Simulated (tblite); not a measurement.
Run record: molecular-dynamics run, 1-chloroheptafluoropropane, `FC(F)(F)C(F)(F)C(F)(F)Cl`.

Computed with GFN2-xTB (tblite), gas phase: Langevin dynamics at 600 K from the optimised GFN2-xTB geometry, time step 0.5 fs, friction 0.01 fs⁻¹, 2000 steps. The command runs a driver script over a list of jobs; the input below is this job's line of settings and its coordinates in Å. «temperature» is in K, «steps» counts time steps and «every» is the stride of the printed frames; «frames» go on to single points.

Command:
```bash
OMP_NUM_THREADS=1 python probes_run.py task.json out
```

Input:
```
{"job": {"kind": "md", "xc": "GFN2-xTB", "basis": "xTB", "temperature": 600, "steps": 2000, "every": 50, "frames": 5}, "charge": 0, "multiplicity": 1}
F      2.384183     0.393829     0.405316
C      1.269280     0.356294    -0.313451
F      1.040903     1.576818    -0.783568
F      1.470978    -0.455404    -1.344628
C      0.079255    -0.138308     0.568955
F     -0.049788     0.695930     1.614025
F      0.387017    -1.351151     1.057817
C     -1.272179    -0.219684    -0.195660
F     -1.590405     0.981405    -0.688368
F     -1.157120    -1.050246    -1.236675
Cl    -2.556699    -0.786812     0.890272
```

Output:
```
t/fs     T/K      E/eV
    0.0   526.4  -1199.27688
   25.0   465.8  -1198.92742
   50.0   644.6  -1198.92838
   75.0   395.2  -1198.74309
  100.0   453.8  -1198.80876
  125.0   413.0  -1198.71882
  150.0   528.8  -1198.63115
  175.0   633.2  -1198.58074
  200.0   619.3  -1198.60221
  225.0   487.8  -1198.51268
  250.0   548.2  -1198.58786
  275.0   504.4  -1198.53528
  300.0   490.6  -1198.28527
  325.0   576.5  -1198.41803
  350.0   588.0  -1198.40676
  375.0   539.1  -1198.57382
  400.0   668.2  -1198.74265
  425.0   710.6  -1198.68717
  450.0   460.3  -1198.51583
  475.0   548.3  -1198.56225
  500.0   702.8  -1198.84985
  525.0   363.9  -1198.70388
  550.0   653.8  -1198.97573
  575.0   507.9  -1198.68768
  600.0   486.8  -1198.79325
  625.0   558.4  -1198.85171
  650.0   447.1  -1198.83739
  675.0   418.4  -1198.79463
  700.0   507.5  -1198.90966
  725.0   478.2  -1198.77538
  750.0   527.1  -1198.84984
  775.0   486.4  -1198.67952
  800.0   563.7  -1198.67118
  825.0   539.7  -1198.82936
  850.0   649.5  -1198.79425
  875.0   618.0  -1198.73552
  900.0   275.5  -1198.57753
  925.0   518.8  -1198.65540
  950.0   432.2  -1198.37159
  975.0   616.1  -1198.47387
 1000.0   554.3  -1198.40788
```

E is the potential energy; T comes from the kinetic energy over all 3N coordinates.

Problem. Sum up the printed frames.

Solution. 41 frames over 1000 fs. T runs from 276 K (900 fs) to 711 K (425 fs), with a mean of 529 K over all frames and 519 K from 500 fs on. E starts at -1199.277 eV, peaks 0.992 eV above that at 300 fs, and averages 0.552 eV above it from 500 fs on.

Problem. Give the last frame.

Solution. 0.24 Å rms from the start after alignment:
```
atom  x, y, z in Å
F1      2.270   -0.053    0.045
C2      1.150   -0.532   -0.607
F3      0.714    0.297   -1.622
F4      1.444   -1.787   -1.056
C5     -0.243   -0.506    0.274
F6     -0.628    0.770    0.391
F7     -0.260   -1.008    1.558
C8     -1.242   -1.287   -0.684
F9     -1.446   -0.671   -1.816
F10    -0.638   -2.503   -0.994
Cl11   -2.858   -1.419    0.132
```

The run took 11 s of wall time on an Arm Neoverse V2 with one thread, on a shared host, and the process peaked at 0.18 GiB of memory.
